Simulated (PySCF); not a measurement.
**Au⁷⁷⁺ (gold, charge +77): Hartree-Fock from Schrödinger to Dirac-Coulomb-Breit**

Occupied: 1s1/2. Hartree-Fock calculated with PySCF 2.14 in an even-tempered Gaussian basis (15 s from 22 bohr⁻², ratio 2.7; 13 p from 27 bohr⁻², ratio 2.7), Gaussian nucleus throughout. NR is non-relativistic, sf-X2C the spin-free one-electron X2C Hamiltonian, X2C adds the bare one-electron spin-orbit term, X2C-SNSO screens it by Boettger's factors, DC is four-component Dirac-Coulomb, and the Gaunt and Breit terms are added at first order (total energies over the DC spinors, levels after relaxing the spinors in that mean field). QED terms are absent. Levels marked empty are virtual spinors of this ion.

```
   level (eV)        NR    sf-X2C       X2C  X2C-SNSO
        1s1/2  -83566.3  -91762.1  -91762.1  -91762.1
2s1/2 (empty)  -20377.3  -22900.3  -22900.3  -22900.3
2p1/2 (empty)  -20229.7  -21204.9  -22720.1  -22696.7
2p3/2 (empty)  -20229.7  -21204.9  -20624.9  -20631.7
3s1/2 (empty)   -8995.0   -9881.1   -9881.1   -9881.1
```

**Question.** Where do the four-component calculations put these levels?

**Answer.** 1s1/2: DC -91863.5, DC+Gaunt -91667.0, DC+Breit -91667.0; 2s1/2 (empty): DC -22912.3, DC+Gaunt -22889.6, DC+Breit -22892.4; 2p1/2 (empty): DC -22692.4, DC+Gaunt -22645.0, DC+Breit -22651.4; 2p3/2 (empty): DC -20639.2, DC+Gaunt -20617.0, DC+Breit -20623.5; 3s1/2 (empty): DC -9884.6, DC+Gaunt -9878.2, DC+Breit -9879.0 (eV).

```
Hamiltonian  E (hartree)  E − E(DC) (hartree)  CPU seconds
         NR   -6191.1613             617.4389         0.38
     sf-X2C   -6804.8486               3.7516         0.18
        X2C   -6804.8486               3.7516         0.19
   X2C-SNSO   -6804.8486               3.7516         0.17
         DC   -6808.6002               0.0000          4.8
   DC+Gaunt   -6801.3288               7.2714          8.2
   DC+Breit   -6801.3288               7.2714           67
```

Weight of the small component: 1s1/2 0.0906, 2s1/2 0.0225, 2p1/2 0.0224, 2p3/2 0.0203, 3s1/2 0.00982.

Koopmans' value for the highest occupied level at DC+Breit: 91667.0 eV, against an ionisation energy of 91515.8 ± 0.3 eV (theoretical estimate listed by NIST; NIST Atomic Spectra Database, ionization energies); the former lacks relaxation, correlation, QED and recoil.

The whole ladder took 83 s of wall time on 1 thread of Intel(R) Xeon(R) Platinum 8175M CPU @ 2.50GHz (shared host), launched as `OMP_NUM_THREADS=1 python relrun2.py TASK.json OUT` (a driver that calls PySCF for each Hamiltonian).
